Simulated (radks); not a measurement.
All-electron atom: a nucleus of charge 63.75 with 62 electrons in [Xe] 4f7 6s1. Method: scalar-relativistic Kohn-Sham, PBE, spin-unpolarised, spherical densities, finite nucleus; Fermi nuclear charge, rms radius 5.1115 fm; computed with a radial shooting solver on a logarithmic mesh with Libxc functionals.

Unscreened Slater integrals over Kohn-Sham orbitals (cm^-1).

F0(6s,6s): 57442
F0(6s,4f): 74466
G3(6s,4f): 3130.6
F0(6s,5p): 70625
G1(6s,5p): 5985.0
F0(6s,5s): 71868
G0(6s,5s): 3315.5
F0(4f,4f): 233850
F2(4f,4f): 109070
F4(4f,4f): 68027
F6(4f,4f): 48826
F0(4f,5p): 151000
F2(4f,5p): 53050
G2(4f,5p): 28869
G4(4f,5p): 22023
F0(4f,5s): 169520
G3(4f,5s): 33284
F0(5p,5p): 126710
F2(5p,5p): 68306
F0(5p,5s): 135630
G1(5p,5s): 90658
F0(5s,5s): 147310

Derived for the open shells (J is the average intra-shell exchange parameter used in DFT+U). 4f: F4/F2 = 0.624, F6/F2 = 0.448, J = (286 F2 + 195 F4 + 250 F6)/6435 = 8806 cm^-1.
